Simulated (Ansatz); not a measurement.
CH7NSSi can be A, `NCS[SiH3]`, or B, `C[SiH](N)S`.

Computed with Ansatz on PBE0-D4/def2-TZVP structures; ΔE is electronic, products minus reactants. CCSD(T)/CBS is the MP2 limit (def2-TZVPP, def2-QZVPP) plus CCSD(T) − MP2 in def2-TZVPP, frozen cores. Functionals use def2-TZVPP. B3LYP here is the variant with VWN-RPA as its local correlation; programs differ in this. One conformer a species, not always the lowest.

A:

Z-matrix (Å, degrees):
```
C
S 1 1.833
N 1 1.438 2 108.0
H 1 1.099 2 107.9 3 -125.3
H 1 1.091 2 108.3 3 117.8
Si 2 2.124 1 99.2 3 152.9
H 3 1.012 1 111.1 2 166.9
H 3 1.012 1 111.4 2 -71.6
H 6 1.483 2 106.2 1 -176.4
H 6 1.489 2 110.7 1 -56.6
H 6 1.488 2 112.4 1 63.9
```

B:

Z-matrix (Å, degrees):
```
C
Si 1 1.860
H 1 1.092 2 110.3
H 1 1.094 2 111.0 3 119.5
H 1 1.092 2 110.7 3 -119.8
N 2 1.709 1 107.8 3 178.2
S 2 2.146 1 113.8 3 61.9
H 2 1.493 1 109.0 3 -55.1
H 6 1.006 2 121.8 1 -176.0
H 6 1.006 2 121.3 1 30.1
H 7 1.343 2 94.1 1 -95.6
```

Question: Which isomer does CCSD(T)/CBS put lower? Give the gap. (An estimate is asked.)

Answer: The calculation gave: B, by 196.2 kJ/mol.

Question: Give E(B) − E(A) in kJ/mol with ωB97M-V, MP2/def2-TZVPP, CCSD/def2-TZVPP, PBE0-D4, B3LYP-D4, PBE-D4, HF/def2-TZVPP. (Estimate.)

Answer: Computed: ωB97M-V -197.3, MP2/def2-TZVPP -200.3, CCSD/def2-TZVPP -195.7, PBE0-D4 -189.3, B3LYP-D4 -191.4, PBE-D4 -182.6, HF/def2-TZVPP -194.3. None reverses the order clearly.

Largest T1 diagnostic: 0.011.

From PBE to PBE0 (25 % exact exchange), in def2-TZVPP and without D4, E(B) − E(A) moves by −6.8 kJ/mol.
